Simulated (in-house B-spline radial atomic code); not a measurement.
Pd²⁺ is squeezed into an impenetrable sphere of radius R (the orbitals vanish at R). Computed with a radial B-spline atomic code at the basis-set limit: non-relativistic r2SCAN, spin-polarised, spherical fractional occupations, point nucleus.

Energies in eV above the free ion in [Kr] 4d8:

```csv
R (bohr),highest level (eV),[Kr] 4d8,[Ar] 3d9 4s2 4p6 4d8 4f1,[Kr] 4d7 4f1
7.59,-26.8,0.0001005,370.3,26.63
6.26,-26.8,0.00376,371.7,28.06
5.35,-26.7,0.03571,373.7,30
4.51,-26.5,0.27,376.9,33.17
3.54,-24.9,2.686,384.7,41.29
3.26,-23.6,5.24,389.3,46.16
2.49,-13.8,36.1,426.8,85.71
2.21,-4.32,77.66,471,131.5
1.85,20.9,224,621.1,284.1
1.3,151,1375,1791,1435
```

Task: Does [Ar] 3d9 4s2 4p6 4d8 4f1 fall below [Kr] 4d8 under compression?

Result: No, it stays above over the whole range.

Task: Does [Kr] 4d7 4f1 fall below [Kr] 4d8 under compression?

Result: No, it stays above over the whole range.

The highest level is first positive in the row R = 1.85 bohr, pushed up by confinement above the zero of the free ion's potential. Each configuration is held fixed and needn't be the lowest in the sphere.
